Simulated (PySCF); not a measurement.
**Sc: ionisation energy**

Sc [Ar] 3d1 4s2 (2D) → Sc+ [Ar] 3d1 4s1 (3D), as a difference of total energies. All numbers are calculated (PySCF 2.14, the spin-free X2C one-electron Hamiltonian (Gaussian nucleus), in x2c-SVPall). Correlated levels: valence: [Ar] frozen. The calculations carry no spin-orbit coupling.

Task: Order these methods by the ionisation energy they give, lowest first.
A. MP2 (valence)
B. SCS-MP2 (valence)
C. MN15
D. UHF

Result: D (5.406 eV), A (6.006 eV), B (6.123 eV), C (6.773 eV).

Errors of the correlated levels include the incompleteness of this basis and the frozen core.

MP2 underrates the near-degeneracy of ns² with np² in the lower species.

For comparison: 6.562 eV (measured; NIST levels, between the centres of gravity of the two terms).
